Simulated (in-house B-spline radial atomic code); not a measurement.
# Binding energies in Sc⁺

NIST's tabulated ground configuration is [Ar] 3d1 4s1; each binding energy is the energy of the ion with one electron taken from that subshell, relaxed, less that of the parent. All numbers are computed (Dirac-Hartree-Fock, average of configuration; Fermi nucleus of rms radius 3.5459 fm) with an all-electron radial atomic-structure program (B-spline basis), not measured. Energies include first-order Breit, QED and recoil terms.

| subshell | X-ray name | binding energy (eV) | -ε (eV) | relaxation (eV) |
| --- | --- | --- | --- | --- |
| 2p1/2 | L2 | 423 | 436.9 | 13.6 |
| 2p3/2 | L3 | 418.5 | 432.1 | 13.5 |
| 3p1/2 | M2 | 47.54 | 50.06 | 2.50 |
| 3p3/2 | M3 | 47.04 | 49.51 | 2.46 |
| 3d | M4,5 | 14.89 | 16.08 | 1.19 |
| 4s | N1 | 12.08 | 12.13 | 0.05 |

Relaxation = -ε minus the binding energy without Breit, QED and recoil terms.

Question: What does it cost to remove two 2p3/2 electrons?

Answer: 891.16 eV, which is 54.18 eV more than the two single binding energies together.

Question: What does it cost to remove both a 2p3/2 and a 2p1/2 electron?

Answer: 894.58 eV, which is 53.11 eV more than the two single binding energies together.

Question: What does it cost to remove both a 3p1/2 and a 4s electron?

Answer: 68.64 eV, which is 9.022 eV more than the two single binding energies together.
